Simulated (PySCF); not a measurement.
A series of related molecules.

All values: CAM-B3LYP/def2-SVPD (PySCF) at PBE0-D3(BJ)/def2-SVP geometries, gas phase, one conformer each. Core orbitals are frozen in the response; Δα² is half the sum of the squared differences of the principal polarisabilities. The calculation is non-relativistic, for germanium too.

Task: Rank by polarisability anisotropy Δα, highest first.
A. `[F:1][C:2]([F:3])=[C:4]([F:5])[GeH2:6][SH:7]` with C2–C4–Ge6–S7 88°, C4–Ge6–S7–H -70°
B. `[SH:1][GeH2:2][c:3]1[cH:4][cH:5][n:6][cH:7][cH:8]1` with H–S1–Ge2–C3 63°, S1–Ge2–C3–C4 20°
C. `[F:1][C:2]([F:3])([F:4])[GeH2:5][SH:6]` with C2–Ge5–S6–H 63°
D. `[CH3:1][N:2]([CH3:3])[C:4](=[O:5])[GeH2:6][SH:7]` with C1–N2–C4–O5 -178°, N2–C4–Ge6–S7 58°, C4–Ge6–S7–H 53°
E. `[SiH3:1][N:2]([SiH3:3])[GeH2:4][SH:5]` with Si1–N2–Ge4–S5 -55°, N2–Ge4–S5–H -61°

Result: B (8.39 Å³), D (4.38 Å³), A (3.38 Å³), E (3.08 Å³), C (2.43 Å³).

Task: Rank by vertical ionisation energy (ΔSCF), lowest first.
A. `C(F)(F)=[C](F)[GeH2][SH]`
B. `CN(C)[C](=O)[GeH2][SH]`
C. `F[C](F)(F)[GeH2][SH]`
D. `[SH][GeH2][N]([SiH3])[SiH3]`

Result: B (8.95 eV), D (9.27 eV), A (9.74 eV), C (10.13 eV).

Task: Rank by mean static polarisability, lowest first.
A. `[GeH2]([C](N(C)C)=O)[SH]`
B. `[SH][GeH2][C]1=CC=NC=C1`
C. `[GeH2]([SH])[N]([SiH3])[SiH3]`
D. `FC(F)=[C](F)[GeH2][SH]`
E. `F[C](F)(F)[GeH2][SH]`

Result: E (9.93 Å³), D (11.66 Å³), A (15.25 Å³), C (16.56 Å³), B (16.94 Å³).

All values together:

```
                     SMILES    formula  μ (D)  HOMO (eV)  LUMO (eV)  α (Å³)  Δα (Å³)  electrons  α per electron (Å³)  ΔSCF removal energy (eV)
     CN(C)[C](=O)[GeH2][SH]  C3H9GeNOS   3.05      -8.32       0.25   15.25     4.38         90                0.169                      8.95
     FC(F)=[C](F)[GeH2][SH]  C2H3F3GeS   1.50      -8.89       0.06   11.66     3.38         90                0.130                      9.74
       F[C](F)(F)[GeH2][SH]   CH3F3GeS   1.83      -9.15       0.30    9.93     2.43         84                0.118                     10.13
[SiH3][N]([SiH3])[GeH2][SH]  GeH9NSSi2   1.06      -8.70       0.58   16.56     3.08         92                0.180                      9.27
       [SH][GeH2][c]1ccncc1   C5H7GeNS   1.52      -8.82      -0.27   16.94     8.39         92                0.184                         –
```

Conformers: `[CH3:1][N:2]([CH3:3])[C:4](=[O:5])[GeH2:6][SH:7]` with C1–N2–C4–O5 -178°, N2–C4–Ge6–S7 58°, C4–Ge6–S7–H 53°; `[F:1][C:2]([F:3])=[C:4]([F:5])[GeH2:6][SH:7]` with C2–C4–Ge6–S7 88°, C4–Ge6–S7–H -70°; `[F:1][C:2]([F:3])([F:4])[GeH2:5][SH:6]` with C2–Ge5–S6–H 63°; `[SiH3:1][N:2]([SiH3:3])[GeH2:4][SH:5]` with Si1–N2–Ge4–S5 -55°, N2–Ge4–S5–H -61°; `[SH:1][GeH2:2][c:3]1[cH:4][cH:5][n:6][cH:7][cH:8]1` with H–S1–Ge2–C3 63°, S1–Ge2–C3–C4 20°.

A dash marks a removal energy that wasn't run or isn't settled.
